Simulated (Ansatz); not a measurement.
`C[N]([GeH3])[SiH2]O` + `OCBCl` → `ClBC[O][GeH3]` + `CN[SiH2]O`  (ligand exchange at a Ge–N bond)

Program: Ansatz. Geometries: PBE0-D4/def2-TZVP. ΔE: electronic, gas phase. CCSD(T)/CBS is the MP2 limit (def2-TZVPP, def2-QZVPP) plus CCSD(T) − MP2 in def2-TZVPP, frozen cores. For Ge outer-core shells are correlated without core-valence functions, which leaves a few kJ/mol of doubt a bond. Scalar relativity is left out up to krypton. One conformer a species, not always the lowest.

```tsv
species	HF/def2-TZVPP energy (Eh)
`C[N]([GeH3])[SiH2]O`	-2536.87764
`OCBCl`	-599.33750
`ClBC[O][GeH3]`	-2675.87776
`CN[SiH2]O`	-460.34575
```

Work out ΔE.

ΔE = (-2675.87776) + (-460.34575) − (-2536.87764) − (-599.33750) = -0.00837 Eh = -22.0 kJ/mol. CCSD(T)/CBS gives -2.8 kJ/mol.

Largest T1 diagnostic among the species: 0.012.

The D4 term adds +6.4 kJ/mol with B3LYP and +3.4 kJ/mol with PBE0; it sums over pairs of atoms, weighted by their polarisabilities, and B3LYP, whose exchange is more repulsive, gets the larger term. In def2-TZVPP, CCSD(T) changes the Hartree–Fock value by +17.7 kJ/mol (the triples alone add +2.3 kJ/mol) and MP2 by +19.6 kJ/mol.

B3LYP here is the variant with VWN-RPA as its local correlation; programs differ in this.
